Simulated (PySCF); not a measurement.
Magnetic susceptibility: SMILES C(=C)/C(F)=C/Br, C₄H₄BrF

Molfile (atoms numbered from 1):
```
C4H4BrF
     RDKit          3D

 10  9  0  0  0  0  0  0  0  0999 V2000
   -1.8802   -0.2521    0.0565 C   0  0  0  0  0  0  0  0  0  0  0  0
   -0.7247    0.3981   -0.0394 C   0  0  0  0  0  0  0  0  0  0  0  0
    0.5643   -0.2592    0.0190 C   0  0  0  0  0  0  0  0  0  0  0  0
    0.5346   -1.5949    0.1757 F   0  0  0  0  0  0  0  0  0  0  0  0
    1.7382    0.3713   -0.0717 C   0  0  0  0  0  0  0  0  0  0  0  0
    3.3986   -0.5088    0.0077 Br  0  0  0  0  0  0  0  0  0  0  0  0
   -2.8223    0.2639    0.0099 H   0  0  0  0  0  0  0  0  0  0  0  0
   -1.9141   -1.3211    0.1845 H   0  0  0  0  0  0  0  0  0  0  0  0
   -0.6848    1.4696   -0.1674 H   0  0  0  0  0  0  0  0  0  0  0  0
    1.7993    1.4379   -0.1974 H   0  0  0  0  0  0  0  0  0  0  0  0
  1  2  2  0
  2  3  1  0
  3  4  1  0
  3  5  2  0
  5  6  1  0
  1  7  1  0
  1  8  1  0
  2  9  1  0
  5 10  1  0
M  END
```

Method: PySCF, GIAO X3LYP/pcSseg-0 magnetisability, rotational g tensor and spin-rotation constants, non-relativistic, gas phase. Geometry: GFN2-xTB.

The calculation is non-relativistic, which matters for the atoms heavier than Zn.

Question: How diamagnetic is it, and how anisotropic?

Answer: Isotropic -1137 × 10⁻³⁰ J/T², or -68.5 × 10⁻⁶ cm³/mol; principal values -1294, -1105, -1012 × 10⁻³⁰ J/T², anisotropy 249 × 10⁻³⁰ J/T² (root of half the summed squared differences of the principal values). The susceptibility is in cgs units.

Question: Split it along the inertial axes a, b, c into diamagnetic and paramagnetic parts about the centre of mass, with the quadrupole moment.

Answer: 
```csv
axis,χ (10⁻⁶ cm³/mol),diamagnetic (10⁻⁶ cm³/mol),paramagnetic (10⁻⁶ cm³/mol),summed x² of all electrons (Å²),quadrupole Θ (D Å)
a,-66.5,-205.9,139.4,283.5,+5.84
b,-61.0,-1246.5,1185.5,38.2,+0.35
c,-77.9,-1364.8,1286.9,10.3,-6.19
```
Anisotropies 2χaa − χbb − χcc = +5.9 and 2χbb − χaa − χcc = +22.5 × 10⁻⁶ cm³/mol. Θ is traceless in Buckingham's convention.

Question: And the rotational g tensor?

Answer: 
| axis | rotational constant (GHz) | g | nuclear part | electronic part |
| --- | --- | --- | --- | --- |
| a | 9.9107 | -0.0803 | 0.5689 | -0.6491 |
| b | 0.9496 | -0.0087 | 0.5202 | -0.5289 |
| c | 0.8665 | +0.0005 | 0.5244 | -0.5239 |

Asymmetric top; isotopes 79Br, 12C, 19F, 1H; no vibrational averaging.
